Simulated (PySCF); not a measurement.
## Telling isomers of C₈H₁₀O₃ apart by NMR

PySCF 2.14 calculation with geometry from GFN2-xTB and shieldings: GIAO PBE0/pcSseg-1; fast rotation and ring inversion assumed for equivalent nuclei, in vacuum, relativity neglected, a single conformation.

Shifts are taken against calculated references (same method and geometry level): TMS for $^{1}$H (σref 31.72) and $^{13}$C (σref 186.93). Where no couplings were computed, multiplicities follow the n + 1 count of equivalent neighbours, and m marks all less simple cases (inequivalent or close neighbours, rings, F or P nearby). Shifts are as computed. Against solution values, carbons near 30 ppm lie about +3 ppm off and those near 130 ppm about +5 ppm. Of 1211 compounds with measured shifts, 218 miss one by over three times the rms of a fit or turn the order of signals round; such compounds aren't used in these exercises. OH and NH positions are gas-phase values without hydrogen bonding to other molecules.

(1) Tabulate the signals of `COc1cc(O)cc(OC)c1`, `COC(=O)[C@H]1CCC=CC1=O`, `CC(=O)OC1=C(C)CCC1=O`, `O=CO[C@]12CC[C@H](CC1)C2=O`, `CO[C@@H]1C[C@H]1C1=COC=CO1` and their relative energies.

(2) What is the quickest way to tell COc1cc(O)cc(OC)c1 from CO[C@@H]1C[C@H]1C1=COC=CO1?

(3) What is the quickest way to tell O=CO[C@]12CC[C@H](CC1)C2=O from CO[C@@H]1C[C@H]1C1=COC=CO1?

(4) What is the quickest way to tell COc1cc(O)cc(OC)c1 from COC(=O)[C@H]1CCC=CC1=O?

## Answers

(1) 
| SMILES | carbon types | δC | δH | E rel. (kcal/mol) |
| --- | --- | --- | --- | --- |
| COc1cc(O)cc(OC)c1 | 3×C 3×CH 2×CH3 | 168.7, 165.2, 95.8, 94.9, 56.0 | 5.92 (s, 2H), 5.91 (s, 1H), 4.25 (br s, 1H), 3.87 (s, 6H) | 21.6 |
| COC(=O)[C@H]1CCC=CC1=O | 2×C 3×CH 2×CH2 1×CH3 | 195.9, 176.7, 162.6, 132.8, 57.4, 51.3, 29.6, 27.5 | 7.45 (m, 1H), 6.11 (d, 1H), 4.01 (s, 3H), 3.99 (m, 1H), 3.46 (m, 1H), 2.27 (m, 1H), 2.19 (m, 1H), 2.13 (m, 1H) | 7.0 |
| CC(=O)OC1=C(C)CCC1=O | 4×C 2×CH2 2×CH3 | 202.0, 172.6, 171.3, 154.5, 35.2, 31.7, 23.4, 20.7 | 2.54 (m, 2H), 2.34 (m, 2H), 2.29 (s, 3H), 2.12 (s, 3H) | 0.0 |
| O=CO[C@]12CC[C@H](CC1)C2=O | 2×C 2×CH 4×CH2 | 212.6, 166.0, 81.5, 38.4, 29.7, 26.3 | 8.07 (s, 1H), 2.98 (m, 2H), 2.11 (m, 2H), 1.87 (m, 2H), 1.66 (m, 2H), 1.57 (m, 1H) | 7.7 |
| CO[C@@H]1C[C@H]1C1=COC=CO1 | 1×C 5×CH 1×CH2 1×CH3 | 149.6, 134.2, 133.4, 123.7, 68.4, 60.7, 19.6, 19.4 | 5.53 (m, 1H), 5.46 (m, 1H), 4.72 (s, 1H), 3.53 (s, 3H), 2.76 (m, 1H), 1.25 (m, 1H), 0.94 (m, 1H), 0.41 (m, 1H) | 83.3 |

Energies are electronic energies at PBE0/pcSseg-1 on these geometries, without zero-point or thermal terms, each for the one conformer computed, which needn't be the lowest.

(2) Count the carbon signals: 5 against 8. The first has an aromatic CH at 95.8 ppm, the second a three-membered-ring carbon (CH2) at 19.6 ppm. Their most deshielded carbons lie at 168.7 and 149.6 ppm.

(3) Count the carbon signals: 6 against 8. The first has a ketone carbonyl carbon (C) at 212.6 ppm, the second an alkene carbon bearing oxygen (C) at 149.6 ppm. In the proton spectra the most deshielded non-exchanging signals are 8.07 (s, 1H) and 5.53 (m, 1H).

(4) Count the carbon signals: 5 against 8. The first has an aromatic CH at 94.9 ppm, the second a β carbon of a C=C–C=O unit (CH) at 162.6 ppm. Their most deshielded carbons lie at 168.7 and 195.9 ppm. In the proton spectra the most deshielded non-exchanging signals are 5.92 (s, 2H) and 7.45 (m, 1H).
